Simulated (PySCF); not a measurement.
Species: C6H11N.
Geometry (PBE0-D3(BJ)/def2-SVP, Å), atoms numbered from 1 in this order:
```xyz
18
C6H11N angstrom
C     -1.385   -0.674    0.251
C     -1.269    0.762    0.798
C     -0.199    1.092   -0.266
C      1.233    1.182    0.248
N      1.549   -0.200    0.555
C      1.059   -0.972   -0.572
C     -0.317   -0.365   -0.820
H     -2.373   -0.931   -0.158
H     -1.087   -1.460    0.962
H     -2.187    1.361    0.714
H     -0.902    0.830    1.833
H     -0.455    1.912   -0.952
H      1.328    1.823    1.141
H      1.881    1.615   -0.548
H      2.530   -0.359    0.763
H      1.016   -2.048   -0.334
H      1.681   -0.854   -1.488
H     -0.648   -0.480   -1.862
```

Computed, not measured: PBE0-D3(BJ)/def2-SVP geometry optimisation, gas phase in PySCF.

Masses are those of the commonest isotopes; rigid-rotor values at the optimised geometry. The values belong to one conformer with, in the numbering `[CH2:1]1[CH2:2][C@H:3]2[CH2:4][NH:5][CH2:6][C@@H:7]12`, C7–C1–C2–C3 0°, C1–C2–C3–C4 -106°, C2–C3–C4–N5 71°, C3–C4–N5–C6 45°.

Task: What are A, B and C (MHz)?

Result: Ia = 115.63, Ib = 170.33, Ic = 219.94 u·Å²; 505379 MHz·u·Å²/I gives A = 4371, B = 2967, C = 2298 MHz.

Task: Classify the top.

Result: An asymmetric top. Ray's parameter κ = (2B − A − C)/(A − C) = -0.354; −1 is the prolate and +1 the oblate limit.

Task: Is it planar, by Δ = Ic − Ia − Ib?

Result: Not planar: Δ = Ic − Ia − Ib = -66.02 u·Å². For a rigid frame Δ = −2 Σ m c², so Σ m c² = 33.01 u·Å² lies off the ab plane: 12.26 from hydrogen and 20.75 from heavier atoms. The atom farthest from that plane is 1.60 Å away.

Task: Give the other two planar moments, Paa and Pbb, and the rms extents of the mass along the axes.

Result: Paa = Σ m a² = (Ib + Ic − Ia)/2 = 137.33 and Pbb = Σ m b² = (Ia + Ic − Ib)/2 = 82.62 u·Å². With the mass M = 97.09 u, the rms extents √(P/M) along a, b and c are 1.19, 0.92, 0.58 Å.

Task: List the rotational levels J(Ka,Kc) to J = 3 (K).

Result: Above 0(0,0), as E/k:
J = 1: 1(0,1) 0.253, 1(1,1) 0.320, 1(1,0) 0.352
J = 2: 2(0,2) 0.749, 2(1,2) 0.793, 2(1,1) 0.890, 2(2,1) 1.092, 2(2,0) 1.101
J = 3: 3(0,3) 1.475, 3(1,3) 1.498, 3(1,2) 1.689, 3(2,2) 1.850, 3(2,1) 1.891, 3(3,1) 2.272, 3(3,0) 2.274
Those of J = 1 are B + C, A + C and A + B.

Task: Which lines would a microwave search look for?

Result: The dipole components are |μa| = 0.73 D, |μb| = 0.00 D, |μc| = 0.60 D; the mirror of this Cs structure is the ac plane, so μb vanishes by symmetry and there are no b-type lines. The squared components, which scale the intensities, stand as 1.00 : 0.68 (a : c). Some lines, for components of 0.1 D or more:

```json
{"type": "c", "branch": "Q", "J(Ka,Kc)": "1(1,1) ← 1(0,1)", "MHz": "1404", "lower level (cm⁻¹)": "0.176"}
{"type": "c", "branch": "Q", "J(Ka,Kc)": "3(2,2) ← 3(1,2)", "MHz": "3347", "lower level (cm⁻¹)": "1.174"}
{"type": "a", "branch": "Q", "J(Ka,Kc)": "3(1,2) ← 3(1,3)", "MHz": "3981", "lower level (cm⁻¹)": "1.041"}
{"type": "a", "branch": "R", "J(Ka,Kc)": "1(0,1) ← 0(0,0)", "MHz": "5265", "lower level (cm⁻¹)": "0.000"}
{"type": "a", "branch": "Q", "J(Ka,Kc)": "4(1,3) ← 4(1,4)", "MHz": "6462", "lower level (cm⁻¹)": "1.689"}
{"type": "c", "branch": "R", "J(Ka,Kc)": "1(1,0) ← 0(0,0)", "MHz": "7338", "lower level (cm⁻¹)": "0.000"}
{"type": "a", "branch": "R", "J(Ka,Kc)": "2(1,2) ← 1(1,1)", "MHz": "9860", "lower level (cm⁻¹)": "0.222"}
{"type": "c", "branch": "R", "J(Ka,Kc)": "2(1,1) ← 1(0,1)", "MHz": "13272", "lower level (cm⁻¹)": "0.176"}
{"type": "a", "branch": "R", "J(Ka,Kc)": "3(1,3) ← 2(1,2)", "MHz": "14686", "lower level (cm⁻¹)": "0.551"}
{"type": "c", "branch": "R", "J(Ka,Kc)": "2(2,0) ← 1(1,0)", "MHz": "15598", "lower level (cm⁻¹)": "0.245"}
{"type": "a", "branch": "R", "J(Ka,Kc)": "3(2,1) ← 2(2,0)", "MHz": "16466", "lower level (cm⁻¹)": "0.765"}
{"type": "c", "branch": "R", "J(Ka,Kc)": "4(4,0) ← 3(3,0)", "MHz": "33243", "lower level (cm⁻¹)": "1.580"}
```

PBE0-D3(BJ)/def2-SVP frequencies: not computed here. No vibrational averaging or centrifugal distortion is included, and the geometry carries the error of its method. A rigid rotor knows nothing of inversion at nitrogen, which can split or shift real lines. Quadrupole hyperfine structure (14N) is left out.

On one thread, Arm Neoverse V1, no GPU (shared host), this took 37 s. That covers the optimisation of the geometry.
